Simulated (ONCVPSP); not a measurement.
## What the settings do to the ONCV potential of N (Z = 7)

Base potential:

- Element: N
- Generator: ONCVPSP 4.0.1
- Type: optimised norm-conserving Vanderbilt (ONCV)
- Functional: LDA (Perdew-Wang 92)
- Relativity: scalar-relativistic
- Frozen core: [He]
- Valence charge: 5
- Reference configuration: 2s2 2p3
- Partial waves: 2s: rc 0.90 bohr, ncon 4, nbas 9, qcut 9.3 1/bohr, local; 2p: rc 2.35 bohr, ncon 4, nbas 7, qcut 5.7 1/bohr, 3 projectors, debl 0.6 Ha; d scattering state at 0.34 Ha: rc 2.05 bohr, ncon 5, nbas 9, qcut 5.2 1/bohr, 2 projectors, debl 1.8 Ha
- Local potential: the s channel
- Core correction: Teter function, fcfact 4.25, rcfact 1.65

All-electron outer shells of the reference configuration (LDA (PZ), scalar-relativistic, ld1.x):

```tsv
shell	level (eV)	outermost node (bohr)	outermost maximum (bohr)
1s	-381.53	–	0.15
2s	-18.42	0.32	1.02
2p	-7.24	–	0.97
```

Cutoffs, loose and tight: the cutoffs (Ha) at which the residual kinetic energy of the hardest occupied pseudo-wave falls to 1 and 0.1 mHa per electron. They do not see the model core or the augmentation charge, which bear on the density cutoff. Test errors are all-electron minus pseudo excitation energies from the reference, over the configurations 2s2 2p2; 2s2 2p1; 2s2 2p0; 2s2 2p2.5. A dash means not determined; rows that change the core or the reference have their own tests.

```csv
change,outcome,"cutoff, loose","cutoff, tight",bound ghosts,GHOST(+) flags above zero,largest test error (meV)
base,generated,31 Ha,39 Ha,none,none,+3238
d: qcut 3.2,generated,31 Ha,39 Ha,none,none,+3238
"core correction Teter function fitted to the true core (icmod 2), fcfact 0.35",generated,31 Ha,39 Ha,none,none,+3293
d: nproj 1,generated,31 Ha,39 Ha,none,none,+3238
"core correction Teter function, fcfact 4.25, rcfact 1.82",generated,31 Ha,39 Ha,none,none,+3211
```

Q: What comes out with this change to the base: all radii but the core radius scaled by about 1.13 (s 1.02, p 2.66, d 2.32 bohr)?

A: outcome: generated; cutoff, loose: 30 Ha; cutoff, tight: 37 Ha; bound ghosts: none; GHOST(+) flags above zero: none; largest test error (meV): +4354.

Q: What comes out with this change to the base: p: rc 2.66?

A: outcome: generated; cutoff, loose: 31 Ha; cutoff, tight: 39 Ha; bound ghosts: none; GHOST(+) flags above zero: none; largest test error (meV): +4354.

Q: What comes out with this change to the base: s: qcut 13.3; p: qcut 8.2; d: qcut 7.4?

A: outcome: generated; cutoff, loose: 33 Ha; cutoff, tight: 42 Ha; bound ghosts: none; GHOST(+) flags above zero: none; largest test error (meV): +1962.
